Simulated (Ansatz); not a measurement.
BiH₂Br. Total charge 0; singlet. Geometry relaxed at r2SCAN-D4/def2-TZVP.

Cartesian coordinates in Å:
```
Bi 0.599 0.491 0.396
H 1.119 -0.535 -0.983
H -0.584 1.301 -0.686
Br -1.134 -1.257 1.273
```

In the def2 sets Bi takes a core potential; there is no spin–orbit coupling.

Estimate the harmonic wavenumbers at RKS r2SCAN-D4/def2-TZVP (Ansatz, unscaled). Is this a minimum?

217, 541, 553, 772, 1803, 1809 cm⁻¹. Yes, no mode is imaginary beyond noise. Zero-point energy 34.1 kJ/mol. Hardware: 2 threads of Intel Xeon 6975P-C on a shared host. Wall time 18 s.
